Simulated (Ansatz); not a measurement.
Harmonic frequencies (cm⁻¹) at PBE0-D4/def2-TZVP from Ansatz: 38, 51, 112, 240, 321, 379, 457, 502, 573, 587, 657, 679, 778, 877, 926, 988, 1178, 1350, 1903, 1914, 2181, 2200, 2542, 3851.

Each molecule was computed in one conformer, which needn't be the lowest.

(1) Which molecule is it?
A. `[BH2][GeH2][CH3]`
B. `[BH2][AlH][O][SiH3]`
C. `[AlH2][BH]O[SiH3]`
D. `OB[SiH2][AlH2]`

## Answers

(1) D.
